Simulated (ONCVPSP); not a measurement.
## iridium (Ir), ONCV: configuration errors across variants

- Element: Ir (Z = 77)
- Generator: ONCVPSP 4.0.1
- Type: optimised norm-conserving Vanderbilt (ONCV)
- Functional: PBEsol
- Relativity: fully relativistic
- Frozen core: [Xe] 4f14
- Valence charge: 9
- Reference configuration: 5d7 6s1.5 6p0.5
- Partial waves: 6s: rc 2.40 bohr, ncon 4, nbas 8, qcut 2.3 1/bohr, 2 projectors, debl 3.9 Ha; 6p: rc 2.95 bohr, ncon 4, nbas 7, qcut 3.3 1/bohr, 2 projectors, debl 2.1 Ha; 5d: rc 1.80 bohr, ncon 5, nbas 10, qcut 8.4 1/bohr, 1 projector
- Local potential: polynomial inside 1.75 bohr (lpopt 5, dvloc0 3 Ha)
- Core correction: Teter function, fcfact 3.25, rcfact 1.4

Open shells are filled in proportion to 2j + 1.

All-electron excitation energies from the reference (eV): (1) 5d7 6s2 6p0 -2.619; (2) 5d7 6s1 6p0 7.319; (3) 5d8 6s1 6p0 -2.951.

1 further variants failed, have other tests or too few solved ones, and are left out.

Errors AE − PS in meV (a dash: test not solved or not reliable):

```tsv
change	(1)	(2)	(3)	bound ghosts	GHOST(+) flags above zero
base	-0.6	-3.0	-41	none	s, p3/2, p1/2
d: rc 1.5; local potential polynomial inside 1.50 bohr (lpopt 5, dvloc0 3 Ha)	-0.5	-2.8	-38	none	s, p3/2, p1/2
d: rc 1.78	-0.6	-3.0	-41	none	s, p3/2, p1/2
d: rc 1.88	-0.6	-3.0	-41	none	s, p3/2, p1/2
d: rc 2.12	-0.6	-3.0	-41	none	s, p3/2, p1/2
d: rc 2.32	-0.6	-2.8	-41	none	s, p3/2, p1/2
```

Q: Give the same row for: d: rc 2.6.

A: -0.5, -2.3, -37; bound ghosts: none; GHOST(+) flags above zero: s, p3/2, p1/2.
